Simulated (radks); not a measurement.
Fractional charge and spin in the 5p shell of promethium: the spin-up occupation runs from 2 to 3 and the spin-down occupation from 2 to 3; the fullest corner is Pm, [Kr] 4d10 4f(up 2.5, down 2.5) 5s2 6s2 5p(up 3, down 3). All-electron calculation, scalar-relativistic Kohn-Sham, LDA (Slater exchange, Perdew-Wang correlation), spin-polarised, spherical densities, finite nucleus; Fermi nuclear charge, rms radius of each element as measured or else 0.836 A^(1/3) + 0.57 fm. Program: a radial shooting solver on a logarithmic mesh with Libxc functionals. Energy (eV) minus the two flat planes that join the four corners (they meet along the diagonal where the two added fractions sum to one electron); zero is where a piecewise linear energy would lie.

down \ up       2     2.5       3
2           0.000  -1.376   0.000
2.5        -1.376   0.178  -1.219
3           0.000  -1.219   0.000

Corners above the fullest one (they belong to Pm+ and the next ion): (up 3, down 2) 27.467 eV, (up 2, down 3) 27.467 eV, (up 2, down 2) 66.061 eV. With half an added electron in each spin the energy lies 0.178 eV from the planes, and with half an added electron in spin up alone -1.376 eV. The planes are only a guide here: the flat-plane condition holds for ground states with one frontier orbital, while this shell lies below other occupied shells, so the corners above the fullest one are inner-hole states and not the ground states of those ions.
